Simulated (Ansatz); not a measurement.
## Nudged elastic band run: GaH5O

Input:

```yaml
crystal:
  periodic: [false, false, false]
  atoms:
    - { symbol: Ga, position_ang: [-0.045728, -0.187057, 0.165788] }
    - { symbol: O, position_ang: [-0.030193, -0.666686, 1.89227] }
    - { symbol: H, position_ang: [-0.907026, -0.735854, 2.290408] }
    - { symbol: H, position_ang: [1.373073, -0.140378, -0.461553] }
    - { symbol: H, position_ang: [-1.42837, 0.052826, -0.519568] }
    - { symbol: H, position_ang: [0.085822, 2.435581, 0.56526] }
    - { symbol: H, position_ang: [0.191523, 2.104168, 1.242294] }
basis:
  gaussian: { orbitals: def2-SVP }
hamiltonian:
  xc: r2scan
  dispersion: d4
neb:
  order_check: false
  images: 7
  f_tol: 0.05
  max_iterations: 60
  max_displacement: 0.5
  optimiser: fire
  final_atoms:
    - { symbol: Ga, position_ang: [-0.00332206, 0.49497306, -0.20959446] }
    - { symbol: O, position_ang: [0.00603354, 0.0612915, 1.92379557] }
    - { symbol: H, position_ang: [-0.88954712, -0.19939668, 2.18544033] }
    - { symbol: H, position_ang: [1.35209478, -0.16923457, -0.62450079] }
    - { symbol: H, position_ang: [-1.35679506, -0.2627438, -0.4812034] }
    - { symbol: H, position_ang: [-0.06163701, 2.06038076, -0.03061431] }
    - { symbol: H, position_ang: [0.19227393, 0.87732973, 2.41157606] }
  initial_path:
    images:
      - { positions_ang: [[-0.045728, -0.187057, 0.165788], [-0.030193, -0.666686, 1.89227], [-0.907026, -0.735854, 2.290408], [1.373073, -0.140378, -0.461553], [-1.42837, 0.052826, -0.519568], [0.085822, 2.435581, 0.56526], [0.191523, 2.104168, 1.242294]] }
      - { positions_ang: [[-0.0339177, -0.1332639, 0.12067876], [-0.02260872, -0.51292762, 1.95016836], [-0.9074826, -0.63881853, 2.33019919], [1.37020744, -0.09008337, -0.54569103], [-1.41067247, 0.0531074, -0.58970135], [0.08447289, 2.27111277, 0.58413818], [0.15910217, 1.91347324, 1.32510689]] }
      - { positions_ang: [[-0.02210739, -0.07947079, 0.07556952], [-0.01502443, -0.35916925, 2.00806671], [-0.90793921, -0.54178307, 2.36999038], [1.36734187, -0.03978873, -0.62982906], [-1.39297495, 0.0533888, -0.65983471], [0.08312378, 2.10664455, 0.60301636], [0.12668133, 1.72277849, 1.40791979]] }
      - { positions_ang: [[-0.01029709, -0.02567769, 0.03046028], [-0.00744015, -0.20541087, 2.06596507], [-0.90839581, -0.4447476, 2.40978157], [1.36447631, 0.0105059, -0.71396709], [-1.37527742, 0.05367021, -0.72996806], [0.08177467, 1.94217632, 0.62189454], [0.0942605, 1.53208373, 1.49073268]] }
      - { positions_ang: [[0.00151321, 0.02811541, -0.01464896], [0.00014413, -0.05165249, 2.12386342], [-0.90885242, -0.34771214, 2.44957276], [1.36161074, 0.06080053, -0.79810512], [-1.3575799, 0.05395161, -0.80010142], [0.08042556, 1.77770809, 0.64077273], [0.06183967, 1.34138898, 1.57354558]] }
      - { positions_ang: [[0.00030439, 0.14482983, -0.06338533], [0.00161649, -0.0234165, 2.07384646], [-0.90402609, -0.31063327, 2.38353965], [1.35923175, 0.00329176, -0.75470404], [-1.35738369, -0.02522224, -0.72037691], [0.04490992, 1.84837626, 0.47292597], [0.09444824, 1.22537417, 1.7830532]] }
      - { positions_ang: [[-0.00090442, 0.26154424, -0.11212171], [0.00308884, 0.0048195, 2.0238295], [-0.89919977, -0.27355441, 2.31750655], [1.35685276, -0.05421702, -0.71130295], [-1.35718748, -0.1043961, -0.64065241], [0.00939427, 1.91904443, 0.30507921], [0.1270568, 1.10935935, 1.99256082]] }
      - { positions_ang: [[-0.00211324, 0.37825865, -0.16085808], [0.00456119, 0.0330555, 1.97381253], [-0.89437344, -0.23647555, 2.25147344], [1.35447377, -0.11172579, -0.66790187], [-1.35699127, -0.18356995, -0.5609279], [-0.02612137, 1.9897126, 0.13723245], [0.15966537, 0.99334454, 2.20206844]] }
      - { positions_ang: [[-0.00332206, 0.49497306, -0.20959446], [0.00603354, 0.0612915, 1.92379557], [-0.88954712, -0.19939668, 2.18544033], [1.35209478, -0.16923457, -0.62450079], [-1.35679506, -0.2627438, -0.4812034], [-0.06163701, 2.06038076, -0.03061431], [0.19227393, 0.87732973, 2.41157606]] }
```

Run as:

```bash
$ ansatz run input.yaml --threads 1 --pin off --max-ram 2048MiB --backend cpu --events-out ev --progress --plain --runs-dir out
```

Output, in part (warnings, iteration lines, the closing report on the highest movable image, with atoms numbered from 0):

```
NEB end point (image 0): max|allowed force component| = 1.292e-2 eV/Å (the criterion of neb.relax_end_points is 1.000e-2)
NEB end point (image 8): max|allowed force component| = 2.103e-2 eV/Å (the criterion of neb.relax_end_points is 1.000e-2)
NEB iter   1: max|band force component| = 2.963e0 eV/Å  barrier→ = 1.3741 eV  barrier← = 1.5660 eV  Δτ_max = 0.0489 Å  (223 SCF iters)
NEB iter   2: max|band force component| = 1.972e0 eV/Å  barrier→ = 1.2039 eV  barrier← = 1.3958 eV  Δτ_max = 0.0783 Å  (194 SCF iters)
NEB iter   3: max|band force component| = 3.864e0 eV/Å  barrier→ = 1.0099 eV  barrier← = 1.2018 eV  Δτ_max = 0.0139 Å  (189 SCF iters)
NEB iter   4: max|band force component| = 2.250e0 eV/Å  barrier→ = 0.9878 eV  barrier← = 1.1797 eV  Δτ_max = 0.0218 Å  (194 SCF iters)
NEB iter   5: max|band force component| = 7.960e-1 eV/Å  barrier→ = 0.9606 eV  barrier← = 1.1525 eV  Δτ_max = 0.0209 Å  (194 SCF iters)
NEB iter   6: max|band force component| = 1.373e0 eV/Å  barrier→ = 0.9367 eV  barrier← = 1.1286 eV  Δτ_max = 0.0058 Å  (193 SCF iters)
NEB iter   7: max|band force component| = 1.013e0 eV/Å  barrier→ = 0.9268 eV  barrier← = 1.1186 eV  Δτ_max = 0.0095 Å  (167 SCF iters)
NEB iter   8: max|band force component| = 6.005e-1 eV/Å  barrier→ = 0.9112 eV  barrier← = 1.1031 eV  Δτ_max = 0.0109 Å  (182 SCF iters)
NEB iter   9: max|band force component| = 7.525e-1 eV/Å  barrier→ = 0.8940 eV  barrier← = 1.0858 eV  Δτ_max = 0.0030 Å  (188 SCF iters)
NEB iter  10: max|band force component| = 6.399e-1 eV/Å  barrier→ = 0.8884 eV  barrier← = 1.0803 eV  Δτ_max = 0.0054 Å  (151 SCF iters)
NEB iter  11: max|band force component| = 5.034e-1 eV/Å  barrier→ = 0.8787 eV  barrier← = 1.0706 eV  Δτ_max = 0.0072 Å  (172 SCF iters)
NEB iter  12: max|band force component| = 5.547e-1 eV/Å  barrier→ = 0.8663 eV  barrier← = 1.0582 eV  CI = image 4  Δτ_max = 0.0091 Å  (177 SCF iters)
NEB iter  13: max|band force component| = 4.936e-1 eV/Å  barrier→ = 0.8532 eV  barrier← = 1.0451 eV  CI = image 4  Δτ_max = 0.0105 Å  (179 SCF iters)
NEB iter  14: max|band force component| = 4.209e-1 eV/Å  barrier→ = 0.8397 eV  barrier← = 1.0316 eV  CI = image 4  Δτ_max = 0.0114 Å  (189 SCF iters)
NEB iter  15: max|band force component| = 3.384e-1 eV/Å  barrier→ = 0.8270 eV  barrier← = 1.0189 eV  CI = image 4  Δτ_max = 0.0131 Å  (187 SCF iters)
NEB iter  16: max|band force component| = 3.628e-1 eV/Å  barrier→ = 0.8149 eV  barrier← = 1.0067 eV  CI = image 4  Δτ_max = 0.0159 Å  (187 SCF iters)
NEB iter  17: max|band force component| = 3.032e-1 eV/Å  barrier→ = 0.8030 eV  barrier← = 0.9948 eV  CI = image 4  Δτ_max = 0.0187 Å  (193 SCF iters)
NEB iter  18: max|band force component| = 2.419e-1 eV/Å  barrier→ = 0.7910 eV  barrier← = 0.9829 eV  CI = image 4  Δτ_max = 0.0210 Å  (192 SCF iters)
NEB iter  19: max|band force component| = 3.326e-1 eV/Å  barrier→ = 0.7802 eV  barrier← = 0.9721 eV  CI = image 4  Δτ_max = 0.0033 Å  (192 SCF iters)
NEB iter  20: max|band force component| = 2.576e-1 eV/Å  barrier→ = 0.7786 eV  barrier← = 0.9705 eV  CI = image 4  Δτ_max = 0.0054 Å  (151 SCF iters)
NEB iter  21: max|band force component| = 2.726e-1 eV/Å  barrier→ = 0.7767 eV  barrier← = 0.9686 eV  CI = image 4  Δτ_max = 0.0028 Å  (172 SCF iters)
NEB iter  22: max|band force component| = 2.026e-1 eV/Å  barrier→ = 0.7756 eV  barrier← = 0.9675 eV  CI = image 4  Δτ_max = 0.0043 Å  (149 SCF iters)
NEB iter  23: max|band force component| = 1.819e-1 eV/Å  barrier→ = 0.7741 eV  barrier← = 0.9660 eV  CI = image 4  Δτ_max = 0.0020 Å  (153 SCF iters)
NEB iter  24: max|band force component| = 1.597e-1 eV/Å  barrier→ = 0.7733 eV  barrier← = 0.9652 eV  CI = image 4  Δτ_max = 0.0034 Å  (140 SCF iters)
NEB iter  25: max|band force component| = 1.621e-1 eV/Å  barrier→ = 0.7721 eV  barrier← = 0.9640 eV  CI = image 4  Δτ_max = 0.0048 Å  (154 SCF iters)
NEB iter  26: max|band force component| = 1.526e-1 eV/Å  barrier→ = 0.7704 eV  barrier← = 0.9623 eV  CI = image 4  Δτ_max = 0.0058 Å  (157 SCF iters)
NEB iter  27: max|band force component| = 1.350e-1 eV/Å  barrier→ = 0.7684 eV  barrier← = 0.9602 eV  CI = image 4  Δτ_max = 0.0064 Å  (181 SCF iters)
NEB iter  28: max|band force component| = 1.396e-1 eV/Å  barrier→ = 0.7663 eV  barrier← = 0.9582 eV  CI = image 4  Δτ_max = 0.0072 Å  (189 SCF iters)
NEB iter  29: max|band force component| = 1.329e-1 eV/Å  barrier→ = 0.7643 eV  barrier← = 0.9562 eV  CI = image 4  Δτ_max = 0.0091 Å  (188 SCF iters)
NEB iter  30: max|band force component| = 1.511e-1 eV/Å  barrier→ = 0.7623 eV  barrier← = 0.9541 eV  CI = image 4  Δτ_max = 0.0112 Å  (185 SCF iters)
NEB iter  31: max|band force component| = 9.033e-2 eV/Å  barrier→ = 0.7604 eV  barrier← = 0.9522 eV  CI = image 4  Δτ_max = 0.0132 Å  (195 SCF iters)
NEB iter  32: max|band force component| = 1.927e-1 eV/Å  barrier→ = 0.7588 eV  barrier← = 0.9507 eV  CI = image 4  Δτ_max = 0.0037 Å  (194 SCF iters)
NEB iter  33: max|band force component| = 1.078e-1 eV/Å  barrier→ = 0.7586 eV  barrier← = 0.9505 eV  CI = image 4  Δτ_max = 0.0021 Å  (144 SCF iters)
NEB iter  34: max|band force component| = 7.984e-2 eV/Å  barrier→ = 0.7585 eV  barrier← = 0.9504 eV  CI = image 4  Δτ_max = 0.0015 Å  (136 SCF iters)
NEB iter  35: max|band force component| = 7.665e-2 eV/Å  barrier→ = 0.7584 eV  barrier← = 0.9503 eV  CI = image 4  Δτ_max = 0.0020 Å  (133 SCF iters)
NEB iter  36: max|band force component| = 8.203e-2 eV/Å  barrier→ = 0.7583 eV  barrier← = 0.9502 eV  CI = image 4  Δτ_max = 0.0033 Å  (137 SCF iters)
NEB iter  37: max|band force component| = 5.017e-2 eV/Å  barrier→ = 0.7581 eV  barrier← = 0.9500 eV  CI = image 4  Δτ_max = 0.0038 Å  (154 SCF iters)
NEB iter  38: max|band force component| = 5.698e-2 eV/Å  barrier→ = 0.7579 eV  barrier← = 0.9498 eV  CI = image 4  Δτ_max = 0.0044 Å  (152 SCF iters)
NEB iter  39: max|band force component| = 5.662e-2 eV/Å  barrier→ = 0.7577 eV  barrier← = 0.9496 eV  CI = image 4  Δτ_max = 0.0051 Å  (151 SCF iters)
NEB iter  40: max|band force component| = 3.794e-2 eV/Å  barrier→ = 0.7575 eV  barrier← = 0.9494 eV  CI = image 4  Δτ_max = 0.0000 Å  (331 SCF iters)
Total energy: -54495.60635630 eV, -2002.6765951453 hartree
Atom 0 at    -0.001120     0.195395    -0.027594 Å, force     0.006719    -0.005122    -0.007263 eV/Å
Atom 1 at     0.026476    -0.060574     1.919245 Å, force     0.011508     0.013684    -0.004806 eV/Å
Atom 2 at    -0.830368    -0.283971     2.310805 Å, force    -0.011041    -0.009387    -0.011621 eV/Å
Atom 3 at     1.403534    -0.062368    -0.625985 Å, force     0.019341    -0.011093     0.000987 eV/Å
Atom 4 at    -1.416887     0.004571    -0.642588 Å, force    -0.014577     0.010514     0.016272 eV/Å
Atom 5 at     0.048580     1.855716     0.747412 Å, force    -0.016094    -0.001662    -0.002732 eV/Å
Atom 6 at     0.008887     1.213831     1.493606 Å, force     0.004145     0.003065     0.009163 eV/Å
Dipole moment:    -0.292922    -0.036541     0.071689 e Å
```

It converged. Another band between the same ends (7 images) ends at a top of the same energy, where a vibrational analysis finds 1 clearly imaginary mode. The orbitals stay closed-shell, which can raise the energy where a bond breaks towards radicals; this wasn't checked here.

Final band (atoms are numbered from 1 in the order of the input):

```
image  path coordinate (Å)  energy (eV)  H6–H7 (Å)  Ga1–H6 (Å)  O2–H7 (Å)
    0                 0.00         0.00       0.76        2.66       2.85
    1                 0.38         0.02       0.76        2.48       2.49
    2                 0.75         0.11       0.77        2.32       2.14
    3                 1.13         0.40       0.81        2.06       1.75
    4                 1.51         0.76       0.99        1.83       1.34
    5                 1.87         0.29       1.36        1.68       1.04
    6                 2.24        -0.03       1.81        1.60       0.98
    7                 2.62        -0.16       2.28        1.58       0.97
    8                 2.98        -0.19       2.73        1.58       0.97
```

Time of the run: 13 min on 1 thread of Arm Neoverse V1, on a shared host, peak memory 0.12 GiB.
